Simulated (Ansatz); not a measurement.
`N#[C][Sn]([F])[F]` radical. The species carries charge 0 and has multiplicity 2. Sn: def2 effective core potential.

Question: What are the harmonic wavenumbers in cm⁻¹ at PBE0-D4/def2-TZVP (Ansatz, finite differences of forces, unscaled)? (Estimate.)

Answer: The calculation gave: 91, 113, 166, 249, 264, 412, 629, 634, 2307.

Question: Is this a minimum?

Answer: Yes, all 9 modes are real.

Question: Give the ideal-gas thermochemistry at 298.15 K and 1 bar (rigid rotor, harmonic oscillator; point group Cs, symmetry number 1).

Answer: Zero-point energy 29.1 kJ/mol; H(298) − E = 48.5 kJ/mol; entropy 354.4 J/(mol·K), of which translation 173.8, rotation 114.4, vibration 60.4, electronic 5.8; G(298) − E = -57.1 kJ/mol. Modes under 100 cm⁻¹ are hindered rotations or soft bends, so the harmonic entropy is rough.

Question: And at 400, 500, 600, 800 and 1000 K?

Answer: 
```csv
T (K),H − E (kJ/mol),S (J/mol/K),G − E (kJ/mol)
400,57.6,380.5,-94.6
500,66.9,401.2,-133.7
600,76.4,418.7,-174.8
800,96.1,446.9,-261.4
1000,116.2,469.4,-353.1
```
